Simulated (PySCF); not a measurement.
**Two-component Hartree-Fock for Ni⁺ (nickel, charge +1)**

Start: [Ar] 3d9; 3d3/2 filled at m_j = -1/2, +1/2, +3/2; 3d5/2 filled at m_j = -5/2, -3/2, -1/2, +1/2, +3/2, +5/2. Calculated with PySCF 2.14 in x2c-TZVPall-2c with one added diffuse shell each of s, p, d type (7s8p5d1f, 63 functions): generalised Hartree-Fock with the X2C-1e Hamiltonian and a Gaussian nucleus; one run each with spin-orbit coupling (SO) screened by Boettger's factors, then bare. This is a chosen level, not necessarily the ground level.

| spinor shell | electrons | ε, screened SO (eV) | ε, bare SO (eV) | weight of nominal j (bare SO) | rms radius, bare SO (bohr) |
| --- | --- | --- | --- | --- | --- |
| 1s1/2 | 2 | -8405.3 | -8405.3 | 1.000 | 0.0624 |
| 2s1/2 | 2 | -1052.9 | -1052.9 | 1.000 | 0.265 |
| 2p1/2 | 2 | -913.96 | -914.93 | 1.000 | 0.236 |
| 2p3/2 | 4 | -896.56 | -896.13 | 1.000 | 0.239 |
| 3s1/2 | 2 | -138.43 | -138.44 | 1.000 | 0.800 |
| 3p1/2 | 2 | -93.108 | -93.217 | 0.947 | 0.850 |
| 3p3/2 | 4 | -92.502 | -92.466 | 0.974 | 0.861 |
| 3d3/2 | 3 | -20.658 | -20.694 | 0.688 | 1.20 |
| 3d5/2 | 6 | -20.857 | -20.838 | 0.843 | 1.20 |

```tsv
quantity	screened SO	bare SO
E (hartree)	-1518.79357	-1518.79642
M_J	3/2	3/2
⟨J²⟩	3.806	3.780
⟨L²⟩	6.009	6.009
⟨S²⟩	0.753	0.754
```

Each row is a mean over spinors that exchange with the open shell spreads, by up to 5.726 eV (3p1/2).

Rows whose weight is well below 1 are mixtures of j = l ± 1/2: exchange outweighs spin-orbit coupling there, and the label is only the starting occupation.
